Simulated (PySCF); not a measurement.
oxetane-3-carbonitrile (C4H5NO), SMILES O1CC(C#N)C1.

Geometry: TPSSh-D3(BJ)/def2-SVP.

Two levels are set side by side: PBE/def2-TZVP (PySCF) and PBE0/def2-TZVP (PySCF). Same geometry, gas phase. Differences are taken from unrounded values.

```
quantity                      PBE0    PBE  PBE minus PBE0
---------------------------  -----  -----  --------------
orbital gap (eV)              8.14   5.45           -2.69
highest occupied level (eV)  -8.02  -6.40            1.62
lowest empty level (eV)       0.12  -0.95           -1.07
dipole moment (D)             2.79   2.79            0.00
mean polarisability (bohr³)   51.6   53.3             1.8
```

PBE's occupied levels lie high since its potential decays too fast outside the molecule; exact exchange lowers them and widens the gap. PBE's more diffuse valence density responds more strongly to a field. Differences between two approximate levels are no errors against the true value.

Rough cost on one machine, each run with all the roots and properties that it gave: PBE0 against PBE within a factor of 2.
